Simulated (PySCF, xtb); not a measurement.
C2H6O2Sn, SMILES C[O][Sn][O]C (connectivity only; charge and spin as stated), neutral, multiplicity 1.

GFN2-xTB run with xtb at its own geometry gives an orbital gap of 4.19 eV and a dipole moment of 2.45 D.

Geometry optimised at PBE0-D3(BJ)/def2-SVP. The structure was generated by enumeration; whether it is a known compound was not checked. The def2 effective core potentials stand for the cores of Sn; spin–orbit coupling is left out. Other conformers were not sampled.

What does PySCF with B3LYP/def2-TZVP give? (The exact figures need the calculation; the answer reports its results.)

gap 4.92 eV (levels -7.16 and -2.23 eV), dipole 0.14 D.
